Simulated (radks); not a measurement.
Question: The mean radii <r> (bohr) of the occupied orbitals of an atom or ion are listed with their occupations. Calculated with a radial shooting solver on a logarithmic mesh with Libxc functionals: Dirac Kohn-Sham, BLYP, spin-unpolarised, spherical densities, point nucleus.

| orbital | occ. | <r> |
|---|---|---|
| 1s1/2 | 2 | 0.04149 |
| 2s1/2 | 2 | 0.1818 |
| 2p1/2 | 2 | 0.1560 |
| 2p3/2 | 4 | 0.1599 |
| 3s1/2 | 2 | 0.4677 |
| 3p1/2 | 2 | 0.4548 |
| 3p3/2 | 3 | 0.4613 |

Name the element and its charge. Open shells, if any, fill j = l - 1/2 first.

Answer: Z = 36, krypton, charge +19: Kr19+ in [Ne] 3s2 3p5. The 1s radius gives Z: for a bare nucleus <r> = (2 gamma + 1)/(2Z) with gamma = sqrt(1 - (Z/c)^2), 0.04069 bohr for Z = 36, and screening makes it slightly larger (0.04149 here). The occupations add up to 17, and the charge is Z minus that.
